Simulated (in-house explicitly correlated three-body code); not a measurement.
Computed with an exponentially correlated three-body code. Model: two electrons around a point charge, non-relativistic, variational in 260 exponentially correlated functions (energies converged to about 1e-7 hartree, or 1e-8 relative for large Z).

For this charge the correlation energy is taken as exact minus Hartree-Fock, from which it differs by microhartrees, and the kinetic parts follow from it.

For two electrons in a singlet the Kohn-Sham orbital is the square root of half the density, so the exact Kohn-Sham potential and energy parts follow from the density alone, and exchange is minus half the Hartree energy. The Kohn-Sham level equals minus the binding energy of the second electron.

Command:
```bash
python run_hyl.py task.json out
```
Settings (lengths in bohr, energies in hartree):
```
Z                      9.3
interaction_strength   1
functions              260
states_tried           13
```

Cost of the run: 18 s on 1 thread of AMD EPYC 9R45 96-Core Processor (Zen 5) (shared host).

**Those bound S and P states to n = 4 that converged, binding against the one-electron ion.**

Given: nuclear charge 9.3.

Computed: one-electron threshold -43.245 hartree.

```csv
term,energy (hartree),binding (eV),quantum defect
1 1S,-80.8342426,1022.9,0.042737
2 3S,-52.3564893,247.94,0.055677
2 3P,-52.0318906,239.1,0.02009
2 1S,-52.0137971,238.61,0.018048
2 1P,?,?,?
3 3S,-47.2109747,107.92,0.052946
3 3P,-47.1223176,105.51,0.019443
3 1S,-47.1203833,105.45,0.018699
3 1P,-47.0565045,103.72,-0.0061793
4 3S,-45.455011,60.137,0.052102
4 3P,-45.4186616,59.148,0.01923
4 1S,?,?,?
4 1P,-45.3915955,58.412,-0.0057882
```

(1) What belongs in the row 2 1P?

(2) What belongs in the row 4 1S?

**Converged states only, values per electron or pair.**

```csv
term,mean r (bohr),mean r squared (bohr²),mean inverse r (1/bohr),mean r12 (bohr),mean inverse r12 (1/bohr),mean cosine,mean p1 dot p2 (bohr⁻²),delta r1 (bohr⁻³),delta r12 (bohr⁻³)
1 1S,0.1681,0.037881,8.9875,0.24768,5.4999,-0.01428,1.1239,238.18,25.843
2 3S,0.42388,0.29183,5.7185,0.71336,1.6512,-0.0048032,0.085448,141.2,-
2 3P,?,?,?,?,?,?,?,?,-
2 1S,0.4357,0.31146,5.6966,0.72904,1.9299,-0.0074064,0.098626,140.43,4.4974
2 1P,0.38424,0.23849,5.6827,0.62093,2.1114,0.051371,5.2363,128.25,1.2112
3 3S,0.86644,1.4194,5.1198,1.5829,0.80619,-0.0016049,0.025132,131.82,-
3 3P,?,?,?,?,?,?,?,?,-
3 1S,0.88367,1.4826,5.114,1.6155,0.88021,-0.0023718,0.031142,131.66,1.31
3 1P,0.83666,1.3345,5.11,1.5205,0.93285,0.012384,1.3098,128.05,0.39209
4 3S,1.4897,4.484,4.913,2.8244,0.47123,-0.00069795,0.010534,129.6,-
4 3P,1.4525,4.2868,4.9108,2.7509,0.50318,-0.006875,-0.49417,127.92,-
4 1S,1.5127,4.6321,4.9106,2.8695,0.50114,-0.001023,0.013411,129.54,0.54741
4 1P,1.4701,4.3971,4.9089,2.784,0.52315,0.0048632,0.52167,128.03,0.1697
```

(3) What belongs in the row 2 3P?

(4) What belongs in the row 3 3P?

**Exact Kohn-Sham parts of the ground state from its density.**

Computed: Hartree energy 11.18 hartree; exchange energy -5.5899 hartree; kinetic part of the DFT correlation energy 0.044399 hartree; potential part of the DFT correlation energy -0.090019 hartree; exact minus restricted Hartree-Fock -0.04562 hartree; Kohn-Sham level -1022.9 eV; restricted Hartree-Fock level -1023.1 eV; dipole polarisability 0.0014131 bohr³; C6 of two such species 5.0651e-05 hartree·bohr⁶.

(5) What is the Kohn-Sham kinetic?

(6) What is the total energy?

**Functionals on the exact density and self-consistent, errors are functional minus exact, hybrids only self-consistent, a dash where a self-consistent run leaves the top level unbound.**

```tsv
result	exchange error (millihartree)	correlation error (millihartree)	functional driven error (millihartree)	density driven error (millihartree)	self consistent total error (millihartree)	top level plus exact binding (eV)
PBE0	-	-	-	-	78.773	41.381
SCAN	-4.0516	1.7095	-2.3421	-0.31449	-2.6566	49.229
PW91	92.242	-15.445	76.797	-1.4416	75.356	54.947
OLYP	28.672	-4.6064	24.065	-1.3179	22.747	54.639
LDA PW92	791.76	-152.25	639.51	-2.6404	636.87	61.041
revTPSS	-3.0861	-5.2295	-8.3156	-0.24572	-8.5613	50.386
RPBE	14.773	-2.233	12.54	-1.471	11.069	54.874
BP86	41.376	-33.471	7.9053	-0.97603	6.9293	54.681
PBE	?	?	?	?	?	?
HSE06	-	-	-	-	?	?
r2SCAN	-4.0516	1.7095	-2.3421	-0.31449	-2.6566	49.229
B3LYP VWN-RPA	-	-	-	-	51.167	43.64
r2SCAN0	-	-	-	-	-1.4967	36.7
PBEsol	348.06	-16.237	331.82	-1.4349	330.39	58.197
```

(7) What belongs in the row PBE?

(8) What belongs in the row HSE06?

Results:

(1) energy (hartree): -51.7936309; binding (eV): 232.62; quantum defect: -0.0073117.

(2) energy (hartree): -45.4183195; binding (eV): 59.139; quantum defect: 0.018916.

(3) mean r (bohr): 0.37487; mean r squared (bohr²): 0.22535; mean inverse r (1/bohr): 5.6995; mean r12 (bohr): 0.62624; mean inverse r12 (1/bohr): 1.9474; mean cosine: -0.07234; mean p1 dot p2 (bohr⁻²): -5.446; delta r1 (bohr⁻³): 127.02.

(4) mean r (bohr): 0.82337; mean r squared (bohr²): 1.2886; mean inverse r (1/bohr): 5.1145; mean r12 (bohr): 1.4992; mean inverse r12 (1/bohr): 0.885; mean cosine: -0.017437; mean p1 dot p2 (bohr⁻²): -1.269; delta r1 (bohr⁻³): 127.77.

(5) 80.79 hartree.

(6) -80.8342426 hartree.

(7) exchange error (millihartree): 108.99; correlation error (millihartree): -2.233; functional driven error (millihartree): 106.76; density driven error (millihartree): -1.4081; self consistent total error (millihartree): 105.35; top level plus exact binding (eV): 55.547.

(8) self consistent total error (millihartree): 72.384; top level plus exact binding (eV): 41.757.

The density-driven part is never positive, since each functional's own density lowers its energy. Here it is small beside the functional-driven part (median ratio 0.042), the normal case.
